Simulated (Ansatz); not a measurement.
A structure relaxed at r2SCAN-D4/def2-TZVP in Ansatz, charge 1, doublet:

| atom | x (Å) | y (Å) | z (Å) |
| --- | --- | --- | --- |
| Li1 | -1.8390 | 0.4516 | 0.6668 |
| Al2 | 0.5856 | 1.0189 | -1.0971 |
| Al3 | 0.1195 | -1.4384 | -0.7071 |
| Al4 | 1.1339 | -0.0322 | 1.1374 |

Task: Give its formula and point group.

Result: the cluster LiAl₃⁺ (the lowest doublet isomer of a short search). Point group C3v (tolerance 0.1 Å).

Task: Summarise the bond lengths by kind (pairs closer than 1.2 times the sum of covalent radii, bridged metal pairs left out).

Result: 3 × Al–Al 2.53 Å.

The structure comes from a short search, and lower isomers may exist.
